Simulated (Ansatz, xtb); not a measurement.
## Relative energy of two isomers of GaH7N2OSi

Structure X: `N[SiH2][O][GaH][NH2]`, a singlet. Structure Y: `N[Si@@H](O)[NH][GaH2]`, a singlet. Both are isolated molecules in the gas phase, relaxed with PBE0-D4/def2-SVP; the shapes shown needn't be the lowest conformers.

X (Å):

```yaml
atoms:
  - { symbol: Ga, position_ang: [-0.0397, 0.4611, -2.7447] }
  - { symbol: N, position_ang: [-2.4201, 0.7422, 0.7376] }
  - { symbol: N, position_ang: [-1.4427, 0.0354, -3.7995] }
  - { symbol: O, position_ang: [-0.2452, 0.0859, -1.0100] }
  - { symbol: Si, position_ang: [-1.4325, -0.4642, 0.0026] }
  - { symbol: H, position_ang: [-2.0327, 1.3496, 1.4512] }
  - { symbol: H, position_ang: [-3.1270, 1.2280, 0.1972] }
  - { symbol: H, position_ang: [-0.7643, -1.2115, 1.1052] }
  - { symbol: H, position_ang: [-2.3681, -1.3468, -0.7681] }
  - { symbol: H, position_ang: [1.2713, 1.1343, -3.2202] }
  - { symbol: H, position_ang: [-2.2511, -0.4772, -3.4693] }
  - { symbol: H, position_ang: [-1.4443, 0.1375, -4.8063] }
```

Y (Å):

```yaml
atoms:
  - { symbol: Ga, position_ang: [-2.5805, 0.2277, -0.1665] }
  - { symbol: N, position_ang: [1.2313, 0.2659, 2.1189] }
  - { symbol: N, position_ang: [-1.3515, -0.1886, 1.1228] }
  - { symbol: O, position_ang: [-0.4445, 2.3859, 1.3648] }
  - { symbol: Si, position_ang: [-0.3695, 0.8784, 2.0770] }
  - { symbol: H, position_ang: [1.8714, 0.5941, 2.8334] }
  - { symbol: H, position_ang: [1.7208, 0.0869, 1.2487] }
  - { symbol: H, position_ang: [-0.8157, 0.9817, 3.4994] }
  - { symbol: H, position_ang: [-1.2988, 2.8270, 1.3477] }
  - { symbol: H, position_ang: [-1.2065, -1.1799, 1.3013] }
  - { symbol: H, position_ang: [-3.2290, -0.9670, -0.9416] }
  - { symbol: H, position_ang: [-2.9317, 1.7376, -0.3797] }
```

Problem. Estimate which is lower in electronic energy at CCSD(T)/def2-SVP + ΔMP2/def2-TZVPP, and by roughly how much.

Solution. CCSD(T)/def2-SVP + ΔMP2/def2-TZVPP gives E(Y) − E(X) = +0.25 kcal/mol, slightly favouring structure X, which is too small a margin to settle the true order.

Level by level:

```
                             level          geometry  E(Y) − E(X) (kcal/mol)  departure from the last row (kcal/mol)  job, with rough time for the two
                  PBE0-D4/def2-SVP  PBE0-D4/def2-SVP                     +0.16                                   −0.09             optimisation, 3.6 min
                       HF/def2-SVP  PBE0-D4/def2-SVP                     +2.83                                   +2.59           part of the CCSD(T) run
                      MP2/def2-SVP  PBE0-D4/def2-SVP                     +2.91                                   +2.67           part of the CCSD(T) run
                  CCSD(T)/def2-SVP  PBE0-D4/def2-SVP                     +2.79                                   +2.54                      single point
CCSD(T)/def2-SVP + ΔMP2/def2-TZVPP  PBE0-D4/def2-SVP                     +0.25                                                        single point, 75 s
```

As drawn, Y has 1 N–Si, 1 O–H, 1 Ga–H in place of 1 Ga–O, 1 N–H, 1 Si–H.

The largest departure from CCSD(T)/def2-SVP + ΔMP2/def2-TZVPP is that of MP2/def2-SVP, 2.67 kcal/mol. Levels run at GFN2-xTB geometries aren't shown. The last row adds to CCSD(T) the change of the MP2 difference between the two basis sets, here −2.54 kcal/mol.

With thermal terms from frequencies at re-optimised GFN2-xTB minima (ideal gas, soft modes damped towards free rotors, one conformer each, 298.15 K, 1 atm): the zero-point term adds +0.55 kcal/mol; ΔH is −0.05 and ΔG +2.65 kcal/mol.

The correlated steps freeze 17 core orbitals; the filled d shell of Ga is correlated, in a basis made for valence electrons. Mirror images aren't counted in ΔG. Codes used: Ansatz 0.2.0, xtb 6.7.1; the last row on 2 threads of Arm Neoverse V2 on a shared host.
